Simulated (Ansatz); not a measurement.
Cost and result up the ladder for Cs₃I₂ (the lowest doublet isomer of a short search) (5 atoms). Total charge 0; doublet. Geometry: PBE-D4/def2-SVP.

```xyz
5

Cs    1.842    1.323    1.751
Cs   -0.064    0.656   -2.789
Cs   -1.783   -1.982    1.037
I    -1.633    1.699    0.440
I     1.637   -1.696   -0.439
```

Ansatz on 4 threads of Arm Neoverse V2 on a shared host. Times are rough, and most runs start from the orbitals of an earlier one. ωB97X-V/def2-TZVP serves as the yardstick here, not as an exact answer. Differences are given only for rows in sets of like size (and for xTB, whose basis is part of the method), since another set adds its own error. Binding counts from free atoms at the same level (Cs doublet, I doublet; other spins of the atoms weren't run), without zero-point energy or a counterpoise term.

In the def2 sets Cs, I take a core potential; there is no spin–orbit coupling. Correlated methods freeze 8 core orbitals; core or outer-core shells of Cs, I are correlated, in sets that lack core-valence functions. The rows differ in basis, and correlated rows in double-zeta sets carry the largest basis error. The structure comes from a short search, and lower isomers may exist.

Correlated methods converge slowly with the basis, most of all in double-zeta sets.

| level | functions | wall time |
| --- | --- | --- |
| PBE-D4/def2-SVP | 124 | 6 s |
| MP2/def2-TZVP | 187 | 8.5 s |
| PBE-D4/def2-TZVP (with forces) | 187 | 9 s |
| PBE0-D4/def2-SVP | 124 | 9 s |
| PBE0-D4/def2-TZVP | 187 | 15 s |
| PBE-QIDH/def2-TZVP | 187 | 20 s |
| r2SCAN-D4/def2-TZVP | 187 | 23 s |
| r2SCANh-D4/def2-TZVP | 187 | 24 s |
| ωB97X-V/def2-TZVP | 187 | 1.9 min |
| CCSD(T)/def2-SVP | 124 | 3.1 min |

Problem. Estimate what each level gives for the binding energy per atom (eV).

Solution. 
```json
{"level": "PBE-D4/def2-SVP", "binding energy per atom (eV)": "1.82", "difference from ωB97X-V/def2-TZVP (eV)": "–"}
{"level": "MP2/def2-TZVP", "binding energy per atom (eV)": "1.82", "difference from ωB97X-V/def2-TZVP (eV)": "-0.04"}
{"level": "PBE-D4/def2-TZVP (with forces)", "binding energy per atom (eV)": "1.82", "difference from ωB97X-V/def2-TZVP (eV)": "-0.04"}
{"level": "PBE0-D4/def2-SVP", "binding energy per atom (eV)": "1.82", "difference from ωB97X-V/def2-TZVP (eV)": "–"}
{"level": "PBE0-D4/def2-TZVP", "binding energy per atom (eV)": "1.83", "difference from ωB97X-V/def2-TZVP (eV)": "-0.04"}
{"level": "PBE-QIDH/def2-TZVP", "binding energy per atom (eV)": "1.83", "difference from ωB97X-V/def2-TZVP (eV)": "-0.04"}
{"level": "r2SCAN-D4/def2-TZVP", "binding energy per atom (eV)": "1.86", "difference from ωB97X-V/def2-TZVP (eV)": "0.00"}
{"level": "r2SCANh-D4/def2-TZVP", "binding energy per atom (eV)": "1.85", "difference from ωB97X-V/def2-TZVP (eV)": "-0.01"}
{"level": "ωB97X-V/def2-TZVP", "binding energy per atom (eV)": "1.86", "difference from ωB97X-V/def2-TZVP (eV)": "0.00"}
{"level": "CCSD(T)/def2-SVP", "binding energy per atom (eV)": "1.67", "difference from ωB97X-V/def2-TZVP (eV)": "–"}
```
